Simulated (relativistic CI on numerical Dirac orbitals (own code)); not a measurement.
Slater and spin-orbit integrals, Ta⁴⁶⁺

Calculated at this level of theory: Dirac-Coulomb-Breit CI, KLI orbitals optimised for each configuration, model QED, unscaled Slater integrals (own radial code, finite nucleus).

Slater integrals F^k, G^k are unscaled and averaged over j, outside the closed core [Ne]; ζ comes from projecting the Hamiltonian with its Breit term on Σ l·s of the shell.

- 3s²3p⁶3d⁹: ζ(3d) = 200830 cm⁻¹; <r>(3d) = 0.1782, <r^2>(3d) = 0.03691 (bohr units).
- 3s²3p⁵3d¹⁰: ζ(3p) = 1.5529e+06 cm⁻¹; <r>(3p) = 0.1977, <r^2>(3p) = 0.04531 (bohr units).
- 3s²3p⁶3d⁸4s: F^2(3d,3d) = 574960, F^4(3d,3d) = 370840, ζ(3d) = 203830, G^2(3d,4s) = 60002 cm⁻¹; <r>(3d) = 0.1771, <r^2>(3d) = 0.03645, <r>(4s) = 0.3905, <r^2>(4s) = 0.1716 (bohr units).

Problem. Give the Racah parameters of the d shell in 3s²3p⁶3d⁸4s.

Solution. B = F²/49 − 5F⁴/441 = 7529 cm⁻¹ and C = 35F⁴/441 = 29431 cm⁻¹.

Averages of the first 10 configurations, taken without configuration mixing, which lowers the lowest level and can move excited configurations by several eV; other configurations of the list can lie among them:

```
Configuration  Parity  States  Average energy above the lowest level (eV)
    3s²3p⁶3d⁹    even      10                                        25.1
   3s²3p⁵3d¹⁰     odd       6                                       535.7
    3s3p⁶3d¹⁰    even       2                                       961.4
  3s²3p⁶3d⁸4s    even      90                                      1607.3
  3s²3p⁶3d⁸4p     odd     270                                      1767.1
 3s²3p⁴3d¹⁰4s    even      30                                      2618.2
  3s²3p⁶3d⁸4d    even     450                                      1955.3
 3s²3p⁴3d¹⁰4p     odd      90                                      2778.6
  3s²3p⁵3d⁹4s     odd     120                                      2108.8
  3s²3p⁶3d⁸4f     odd     630                                      2115.9
```
